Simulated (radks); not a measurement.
Values are calculated unless marked as measured or tabulated.
Fractional charge and spin in the 3p shell of copper: the spin-up occupation runs from 2 to 3 and the spin-down occupation from 2 to 3; the fullest corner is Cu+, [Ne] 3s2 3d10 3p(up 3, down 3). Code: a radial shooting solver on a logarithmic mesh with Libxc functionals. Model: scalar-relativistic Kohn-Sham, PBEsol, spin-polarised, spherical densities, point nucleus. Energy (eV) minus the two flat planes that join the four corners (they meet along the diagonal where the two added fractions sum to one electron); zero is where a piecewise linear energy would lie.

down \ up       2     2.5       3
2           0.000  -2.551   0.000
2.5        -2.551   0.375  -2.157
3           0.000  -2.157   0.000

Corners above the fullest one (they belong to Cu2+ and the next ion): (up 3, down 2) 88.868 eV, (up 2, down 3) 88.868 eV, (up 2, down 2) 198.14 eV. With half an added electron in each spin the energy lies 0.375 eV from the planes, and with half an added electron in spin up alone -2.551 eV. The planes are only a guide here: the flat-plane condition holds for ground states with one frontier orbital, while this shell lies below other occupied shells, so the corners above the fullest one are inner-hole states and not the ground states of those ions.
